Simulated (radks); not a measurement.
Task: These are the eigenvalues of the occupied orbitals of an atom or ion with whole-number occupations (hartree). Calculated with a radial shooting solver on a logarithmic mesh with Libxc functionals: scalar-relativistic Kohn-Sham, BP86, spin-polarised, spherical densities, finite nucleus; Fermi nuclear charge, rms radius of each element as measured or else 0.836 A^(1/3) + 0.57 fm.

1s up: -1111.529
1s down: -1111.525
2s up: -205.4873
2s down: -205.0422
2p up: -189.2296
2p down: -188.8937
3s up: -69.73265
3s down: -69.23372
3p up: -64.48286
3p down: -63.96578
3d up: -57.22435

Which element is it, and in what charge state? The configuration may be excited. Open shells, if any, are filled with parallel spins first.

Result: Z = 50, tin, charge +28: Sn28+ in [Ar] 3d4. The list shows which subshells hold electrons but not how many an open one holds; the 1s level, -1111.5 hartree, gives Z - s = 47.1 by -(Z - s)^2/2, which with screening and relativity narrows Z to a few neighbours, and the depths of the outer levels then fix element, charge and occupations together.
